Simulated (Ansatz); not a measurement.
An input meant for Ga₆N₇H₂₀⁺, a cluster cut from zinc blende GaN (hydrogen-capped) (charge 1, singlet; atoms displaced at random, 0.03 Å in each coordinate).

```yaml
crystal:
  periodic: [false, false, false]
  atoms:
    - {symbol: N, position_ang: [0.633289, -2.790617, 0.489408]}
    - {symbol: N, position_ang: [-2.331473, 2.282868, -0.907560]}
    - {symbol: N, position_ang: [0.698459, -0.706663, -1.724429]}
    - {symbol: N, position_ang: [-1.556985, -0.508180, 0.233311]}
    - {symbol: N, position_ang: [0.438246, -0.481328, 2.597253]}
    - {symbol: N, position_ang: [0.565740, 1.612277, 0.207020]}
    - {symbol: N, position_ang: [2.814836, -0.601062, 0.531413]}
    - {symbol: Ga, position_ang: [-2.820023, 0.357149, -1.156437]}
    - {symbol: Ga, position_ang: [-0.583941, -1.813080, -0.825916]}
    - {symbol: Ga, position_ang: [1.722539, -1.758595, 1.781757]}
    - {symbol: Ga, position_ang: [-0.372374, 2.797441, -1.123301]}
    - {symbol: Ga, position_ang: [1.838590, 0.628140, -0.807891]}
    - {symbol: Ga, position_ang: [-0.683898, 0.626629, 1.380675]}
    - {symbol: H, position_ang: [1.240526, -3.416576, -0.025883]}
    - {symbol: H, position_ang: [0.048636, -3.410791, 1.086958]}
    - {symbol: H, position_ang: [-2.714595, 2.659506, -0.082477]}
    - {symbol: H, position_ang: [-2.812546, 2.790851, -1.597461]}
    - {symbol: H, position_ang: [1.220357, -1.233975, -2.435916]}
    - {symbol: H, position_ang: [0.068260, -0.130499, -2.371581]}
    - {symbol: H, position_ang: [-2.306351, -1.049084, 0.826697]}
    - {symbol: H, position_ang: [-0.154875, -1.004402, 3.180553]}
    - {symbol: H, position_ang: [0.974864, 0.143780, 3.212462]}
    - {symbol: H, position_ang: [1.082306, 2.279468, 0.833190]}
    - {symbol: H, position_ang: [3.421823, -1.179168, 0.004771]}
    - {symbol: H, position_ang: [3.358209, 0.006667, 1.080516]}
    - {symbol: H, position_ang: [-2.216509, -0.037246, -2.540136]}
    - {symbol: H, position_ang: [-4.283087, 0.099511, -0.678146]}
    - {symbol: H, position_ang: [-1.382633, -2.967020, -1.618731]}
    - {symbol: H, position_ang: [2.621030, -2.533039, 2.793821]}
    - {symbol: H, position_ang: [-0.034987, 2.181017, -2.493023]}
    - {symbol: H, position_ang: [-0.141178, 4.268850, -0.690841]}
    - {symbol: H, position_ang: [2.908728, 1.331531, -1.653044]}
    - {symbol: H, position_ang: [-1.564567, 1.571712, 2.327924]}
basis:
  gaussian: {orbitals: def2-SVPD, fitting: {mean_field: def2-universal-jkfit}, final_grid: {core_spheres: 8, valence_spheres: 7, degree: 23}}
total_charge: 1
hamiltonian: {xc: {name: B3LYP}}
smearing: {width: 0.1}
```

```sh
$ ansatz run in.yaml --threads 2 --pin off --events-out ev --progress --plain --max-ram 32768MiB --backend cuda --devices 0, --max-vram 18GiB
```

It prints (some lines left out):

```
Error: YAML parse error: error: line 41 column 1: unknown field `smearing`, expected one of crystal, accuracy, basis, kpoints, hamiltonian, magnetization, projection, total_charge, correlation, batch, efield, external_charges, scf, relax, neb, saddle, md, ramp, phonons, dielectric, real_time, elastic, magnetic_configurations, gw, evaluate, workflow, output, checkpoint, execution
39 | total_charge: 1
40 | hamiltonian: {xc: {name: B3LYP}}
41 | smearing: {width: 0.1}
```

**Question.** Something in this input is off. What?

**Answer.** The input holds a key that doesn't belong there. The program refused the input.
